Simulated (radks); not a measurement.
A nucleus of charge 49.1 with 47 electrons, configuration [Kr] 4d10 5s1.

Method: Dirac Kohn-Sham, PBE, spin-unpolarised, spherical densities, point nucleus; computed with a radial shooting solver on a logarithmic mesh with Libxc functionals.

Energy parts (eV):
part                       energy
total                 -160857.955
kinetic                169064.824
electron-nucleus      -389487.756
Hartree                 63918.257
exchange-correlation    -4353.280

Orbitals (lengths in bohr, moments of r in powers of bohr; r(max) is where P^2 peaks):
orbital	occ.	eigenvalue (eV)	r(max)	<1/r>	<r>
1s1/2	2	-27880.51	0.01917	51.99	0.02964
2s1/2	2	-4193.023	0.1085	12.03	0.1278
2p1/2	2	-3912.056	0.08363	12.01	0.1082
2p3/2	4	-3699.259	0.08807	11.22	0.1135
3s1/2	2	-812.5642	0.3149	4.240	0.3474
3p1/2	2	-699.1267	0.3013	4.147	0.3384
3p3/2	4	-660.6470	0.3114	3.953	0.3495
3d3/2	4	-460.0934	0.2558	3.796	0.3213
3d5/2	6	-452.2042	0.2587	3.746	0.3248
4s1/2	2	-140.0860	0.7677	1.649	0.8451
4p1/2	2	-102.9864	0.7969	1.530	0.8973
4p3/2	4	-96.2511	0.8216	1.467	0.9274
4d3/2	4	-38.8009	0.9204	1.166	1.147
4d5/2	6	-37.9098	0.9303	1.150	1.162
5s1/2	1	-24.8238	2.027	0.5560	2.316

The highest occupied level is 5s1/2 at -24.824 eV. Summed over all electrons, <r^2> = 31.83 bohr^2, which gives a Langevin (diamagnetic) susceptibility term of -25.2 x 10^-6 cm^3/mol.
